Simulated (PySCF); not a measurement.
All values below come from M06-2X/def2-TZVP // PBE0-D3(BJ)/def2-TZVP in PySCF. Isolated molecules, 0 K electronic values unless said otherwise. One relaxed conformer stands for a flexible species; it need not be the lowest. Delta-SCF ions had no search for a lower state. Excitations are Tamm–Dancoff values on a coarser integration grid. The basis has no diffuse functions, so Rydberg states are missing or too high.

Reference species (SMILES): `[SH][Ga]([SiH3])[SiH3]` (Si–Ga–S–H torsion 1°) (neutral, multiplicity 1).

```
Quantity                                  Result
--------------------------------------  --------
HOMO                                    -8.28 eV
vertical ionisation energy (Delta-SCF)   9.17 eV
T1 excitation (TDA)                      3.48 eV
```

Changed species: `[Ga]([SH])([SH])[SH]` (3 of 3 SiH3 replaced by SH; the reference has 1 of 3 SiH3 replaced by SH).

**Question.** Give the shifts of the HOMO, vertical ionisation energy (Delta-SCF) and T1 excitation (TDA).

**Answer.** the HOMO decreases by 0.56 eV, to -8.84 eV; the vertical ionisation energy (Delta-SCF) increases by 0.74 eV, to 9.91 eV; the T1 excitation (TDA) rises by 1.86 eV, to 5.34 eV.
